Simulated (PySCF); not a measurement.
**`CC[Si@@H]1[SiH2][SiH2][Si@@H]1O[SiH3]`: 4 charge schemes on one density**

C₂H₁₄OSi₅.
Numbering: `[CH3:1][CH2:2][Si@@H:3]1[SiH2:4][SiH2:5][Si@@H:6]1[O:7][SiH3:8]` (hydrogens: H9, H10, H11 on C1; H12, H13 on C2; H14 on Si3; H15, H16 on Si4; H17, H18 on Si5; H19 on Si6; H20, H21, H22 on Si8)

Cartesian coordinates in Å at the GFN2-xTB level; atoms count from 1:
```
atom  x, y, z in Å
C1    -1.871   -1.999   -0.976
C2    -1.784   -0.485   -1.120
Si3   -1.285    0.368    0.520
Si4   -0.637    2.638    0.296
Si5    1.505    2.109    1.143
Si6    0.901   -0.165    1.268
O7     1.691   -1.012    0.097
Si8    2.312   -1.218   -1.373
H9    -0.909   -2.407   -0.670
H10   -2.154   -2.471   -1.917
H11   -2.611   -2.271   -0.225
H12   -1.042   -0.244   -1.884
H13   -2.740   -0.104   -1.487
H14   -2.401    0.068    1.446
H15   -1.414    3.622    1.065
H16   -0.688    3.208   -1.060
H17    2.656    2.497    0.311
H18    1.826    2.744    2.432
H19    1.214   -1.035    2.412
H20    2.763    0.088   -1.857
H21    1.251   -1.746   -2.231
H22    3.408   -2.166   -1.202
```

Density: PBE0/pcSseg-1 (PySCF); schemes: Mulliken, IAO, Hirshfeld and ESP-fitted. Isolated species at its GFN2-xTB geometry (one conformer only). GFN2-xTB frequencies show an imaginary mode (38i cm⁻¹), so this geometry is no minimum at that level.

**Question.** At which atom do the 4 schemes differ most?

**Answer.** At C2: from -0.529 (Mulliken) to +0.051 e (ESP-fitted), 0.580 e apart.

**Question.** Do the Mulliken, IAO, Hirshfeld and ESP-fitted schemes agree on where the charge is lowest?

**Answer.** All schemes agree: Mulliken O7 (-0.741); IAO O7 (-0.882); Hirshfeld O7 (-0.305); ESP-fitted O7 (-0.381).

**Question.** Tabulate the Mulliken, IAO, Hirshfeld and ESP-fitted charges.

**Answer.** In e:

```json
{"atom": "C1", "environment": "methyl carbon", "Mulliken": "-0.290", "IAO": "-0.407", "Hirshfeld": "-0.117", "ESP-fitted": "-0.285"}
{"atom": "C2", "environment": "sp3 carbon bound to silicon", "Mulliken": "-0.529", "IAO": "-0.494", "Hirshfeld": "-0.149", "ESP-fitted": "+0.051"}
{"atom": "Si3", "environment": "SiH silicon", "Mulliken": "+0.064", "IAO": "+0.284", "Hirshfeld": "+0.174", "ESP-fitted": "+0.034"}
{"atom": "Si4", "environment": "SiH2 silicon", "Mulliken": "+0.070", "IAO": "+0.135", "Hirshfeld": "+0.132", "ESP-fitted": "+0.045"}
{"atom": "Si5", "environment": "SiH2 silicon", "Mulliken": "-0.014", "IAO": "+0.104", "Hirshfeld": "+0.129", "ESP-fitted": "+0.114"}
{"atom": "Si6", "environment": "oxygen-bound silicon", "Mulliken": "+0.541", "IAO": "+0.613", "Hirshfeld": "+0.257", "ESP-fitted": "+0.311"}
{"atom": "O7", "environment": "siloxane oxygen", "Mulliken": "-0.741", "IAO": "-0.882", "Hirshfeld": "-0.305", "ESP-fitted": "-0.381"}
{"atom": "Si8", "environment": "oxygen-bound silicon", "Mulliken": "+0.724", "IAO": "+0.884", "Hirshfeld": "+0.386", "ESP-fitted": "+0.563"}
{"atom": "H9", "environment": "methyl hydrogen", "Mulliken": "+0.128", "IAO": "+0.138", "Hirshfeld": "+0.035", "ESP-fitted": "+0.071"}
{"atom": "H10", "environment": "methyl hydrogen", "Mulliken": "+0.122", "IAO": "+0.144", "Hirshfeld": "+0.042", "ESP-fitted": "+0.077"}
{"atom": "H11", "environment": "methyl hydrogen", "Mulliken": "+0.121", "IAO": "+0.138", "Hirshfeld": "+0.038", "ESP-fitted": "+0.083"}
{"atom": "H12", "environment": "methylene hydrogen", "Mulliken": "+0.149", "IAO": "+0.140", "Hirshfeld": "+0.033", "ESP-fitted": "0.000"}
{"atom": "H13", "environment": "methylene hydrogen", "Mulliken": "+0.150", "IAO": "+0.150", "Hirshfeld": "+0.041", "ESP-fitted": "+0.033"}
{"atom": "H14", "environment": "Si–H hydrogen", "Mulliken": "-0.011", "IAO": "-0.088", "Hirshfeld": "-0.080", "ESP-fitted": "-0.060"}
{"atom": "H15", "environment": "Si–H hydrogen", "Mulliken": "-0.017", "IAO": "-0.077", "Hirshfeld": "-0.075", "ESP-fitted": "-0.043"}
{"atom": "H16", "environment": "Si–H hydrogen", "Mulliken": "-0.019", "IAO": "-0.078", "Hirshfeld": "-0.074", "ESP-fitted": "-0.049"}
{"atom": "H17", "environment": "Si–H hydrogen", "Mulliken": "-0.011", "IAO": "-0.073", "Hirshfeld": "-0.070", "ESP-fitted": "-0.053"}
{"atom": "H18", "environment": "Si–H hydrogen", "Mulliken": "-0.019", "IAO": "-0.077", "Hirshfeld": "-0.077", "ESP-fitted": "-0.071"}
{"atom": "H19", "environment": "Si–H hydrogen", "Mulliken": "-0.049", "IAO": "-0.104", "Hirshfeld": "-0.076", "ESP-fitted": "-0.082"}
{"atom": "H20", "environment": "Si–H hydrogen", "Mulliken": "-0.124", "IAO": "-0.154", "Hirshfeld": "-0.084", "ESP-fitted": "-0.126"}
{"atom": "H21", "environment": "Si–H hydrogen", "Mulliken": "-0.130", "IAO": "-0.155", "Hirshfeld": "-0.081", "ESP-fitted": "-0.114"}
{"atom": "H22", "environment": "Si–H hydrogen", "Mulliken": "-0.116", "IAO": "-0.140", "Hirshfeld": "-0.078", "ESP-fitted": "-0.119"}
```

Mean size of the charges over all atoms: IAO 0.248 e, Mulliken 0.188 e, ESP-fitted 0.126 e, Hirshfeld 0.115 e. Each set sums to the total charge, 0, to within 0.001 e. The ESP scheme is a least-squares fit of atom-centred charges to the potential on four shells outside the van der Waals surface, with the total charge fixed. The IAO scheme projects the occupied orbitals on a minimal set of polarised atomic orbitals and counts the electrons in each atom's part of it.

**Question.** Sum the charges by element, for elements with more than one atom.

**Answer.** 
```csv
element,atoms,Mulliken,IAO,Hirshfeld,ESP-fitted
C,2,-0.819,-0.901,-0.266,-0.234
Si,5,+1.385,+2.020,+1.078,+1.068
H,14,+0.175,-0.237,-0.506,-0.453
```

**Question.** How closely do the schemes follow one another over all atoms?

**Answer.** Correlation coefficient and root-mean-square difference: Mulliken with IAO 0.98, 0.085 e; IAO with Hirshfeld 0.96, 0.212 e; Hirshfeld with ESP-fitted 0.90, 0.082 e; IAO with ESP-fitted 0.90, 0.200 e; Mulliken with Hirshfeld 0.90, 0.174 e; Mulliken with ESP-fitted 0.85, 0.167 e.

These values come from a run that also computed NMR shieldings. The run took 78 s wall on one thread of an Intel Xeon, no GPU, on a shared host, and the process peaked at 1.1 GiB of memory.
